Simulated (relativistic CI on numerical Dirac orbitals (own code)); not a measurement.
Zn: what numerical and physical settings do to a radial Dirac CI calculation

Reference input:

```
atom Zn  Z=30  charge=0  electrons=30
nucleus A=64  rms_radius_fm=3.9283
hamiltonian dirac-coulomb  breit=on  qed=on  c_scale=1
orbitals kli  potential=per-configuration
slater_scale 1
correlation none
mixing on
grid step=0.0125 r_max=149
scf mixing=0.4 start=green max_iterations=150 tolerance=2e-08 node_fill=0.05
configurations
  [Ar] 3d10 4s2
  [Ar] 3d10 4s 4p
  [Ar] 3d10 4p2
end
```

Computed lowest total energy -1793.34425 Ha, first excitation 27056.2 cm⁻¹, 34 SCF steps. Runs with settings changed; * marks those that are bad on purpose (the QED terms keep the true α when c is scaled):

| Changed | Outcome | Lowest level | ΔE (Ha) | First excitation (cm⁻¹) | SCF steps | Message |
| --- | --- | --- | --- | --- | --- | --- |
| SCF tolerance 0.0001 | converged | 4s2 1S_0 | -3.37e-06 | 27056.6 | 24 |  |
| SCF tolerance 1e-05 | converged | 4s2 1S_0 | -2.03e-07 | 27056.2 | 28 |  |
| SCF tolerance 0.0001, SCF mixing 0.1 | converged | 4s2 1S_0 | 2.07e-06 | 27055.6 | 31 |  |
| grid step 0.02, speed of light × 1.25, QED terms off | converged | 4s2 1S_0 | 5.34 | 26810.1 | 35 |  |
| end of the grid at 37.25 bohr * | converged | 4s2 1S_0 | 1.14e-12 | 27056.2 | 34 |  |
| iteration limit 2 * | not converged |  |  |  | 2 | SCF of 1s2 2s2 2p6 3s2 3p6 3d10 4s2 did not converge |

With so few configurations and no correlation, terms lie too far apart (by 10 to 50 % near neutrality), their order can be wrong, and levels of other configurations are missing.
